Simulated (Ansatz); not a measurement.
Isolated molecules relaxed with PBE0-D4/def2-TZVP in Ansatz; ΔE leaves out vibrations. CCSD(T)/CBS adds triple-zeta CCSD(T) − MP2 to the extrapolated MP2 energy (def2 sets, frozen cores). Elements past krypton have def2 core potentials. For Nb outer-core shells are correlated without core-valence functions, which leaves a few kJ/mol of doubt a bond. Each species was taken in one conformer, which may not be the lowest.

`[NH]=[Nb]([NH2])([OH])[F]` + `[SH][Al]([SH])[Cl]` → `[NH]=[Nb]([NH2])([F])[Cl]` + `[OH][Al]([SH])[SH]`  (redistribution)

| species | CCSD(T)/CBS(def2) energy (Eh) |
| --- | --- |
| `[NH]=[Nb]([NH2])([OH])[F]` | -343.87172 |
| `[SH][Al]([SH])[Cl]` | -1498.71313 |
| `[NH]=[Nb]([NH2])([F])[Cl]` | -727.88871 |
| `[OH][Al]([SH])[SH]` | -1114.69923 |

Question: Work out ΔE.

Answer: ΔE = (-727.88871) + (-1114.69923) − (-343.87172) − (-1498.71313) = -0.00309 Eh = -8.1 kJ/mol.

Largest T1 diagnostic among the species: 0.020, so the coupled-cluster value is less sure than usual.

Leaving LDA and LC-ωPBE aside and taking each functional with its dispersion term where it has one, the values, not all of them listed here, spread over 8.8 kJ/mol, from B2PLYP to ωB97X-V. In def2-TZVPP, CCSD(T) changes the Hartree–Fock value by −4.1 kJ/mol (the triples alone add −1.4 kJ/mol) and MP2 by −11.6 kJ/mol. At CCSD(T), def2-SVP lies +11.8 kJ/mol from the extrapolated value and def2-TZVPP −0.9 kJ/mol.
